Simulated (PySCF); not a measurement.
Simulation results for AlBGeH5O

Computed with PySCF 2.14.0. Calculation on a computer-drawn molecule: the log of a Hartree-Fock and frozen-core CCSD(T) single point meant for a local Hartree-Fock minimum, with one planted fault or none, to be diagnosed. Offsets are logged minus clean, where the clean run is the same molecule without the fault. The reference is restricted for singlets and unrestricted otherwise, and also for a bond in bohr or an excited solution. Adding or removing an electron swaps singlet and doublet. The excited solution moves the top pair (singlet) or top alpha electron (doublet) to the lowest empty orbital. Highest occupied and lowest empty are orbital energies over both spins, largest force is the largest gradient component, triples share is (T) over the correlation energy, the T1 limit is 0.02 restricted and 0.045 unrestricted, electrons count all cores, a negative frequency is imaginary (commonest isotopes), and the dipole is about the centre of nuclear charge; on germanium a core potential holds 10 electrons, which the energies leave out, and 3d is frozen in MP2 and coupled-cluster steps.

```xyz
9
formula=AlBGeH5O meant_charge=0 meant_multiplicity=2 meant_basis=cc-pV(D+d)Z meant_basis_and_core_potential_on_germanium=cc-pVDZ-PP_ECP10MDF logged_electrons=63 logged_basis_functions=99 logged_SCF_converged=yes logged_spin_squared=0.7544 logged_highest_occupied=-8.7691 logged_lowest_empty=1.1772 logged_largest_force=1.518e-05 logged_lowest_frequency=39.265 logged_T1_diagnostic=0.016541 logged_D1_diagnostic=0.061224 logged_triples_share=0.023518 logged_CC_converged=yes logged_dipole_magnitude=0.51792 logged_SCF_stable_within_its_kind=yes logged_energy_HF=-637.75532 logged_energy_CCSD(T)=-638.22089 possible_faults=no_fault,one_electron_removed,one_electron_added,multiplicity_raised_by_two,geometry_at_a_saddle_point,SCF_held_on_an_excited_solution,minimal_basis_STO-3G,one_bond_length_entered_in_bohr,all_coordinates_scaled planted_fault=no_fault HF_energy_offset_from_clean_run=0 CCSD(T)_energy_offset_from_clean_run=0
B     -1.2025    -0.1044     2.5075
Al    -0.6564     0.1421     0.4459
O     -1.1816     1.5190    -0.3751
Ge    -1.4484     2.7070    -1.6514
H     -2.2102    -0.6691     2.8504
H     -0.5246     0.3092     3.4137
H      0.2221    -0.9070    -0.3585
H     -0.8612     4.0508    -1.1792
H     -2.9669     2.8185    -1.8863
```

Units: logged_highest_occupied, logged_lowest_empty in eV; logged_largest_force in hartree/bohr; logged_lowest_frequency in cm⁻¹; logged_dipole_magnitude in debye; logged_energy_HF, logged_energy_CCSD(T) in hartree; HF_energy_offset_from_clean_run, CCSD(T)_energy_offset_from_clean_run in kcal/mol.

Drawn bonds:
```tsv
atom	other atom	order
1	2	1
2	3	1
3	4	1
1	5	1
1	6	1
2	7	1
4	8	1
4	9	1
```
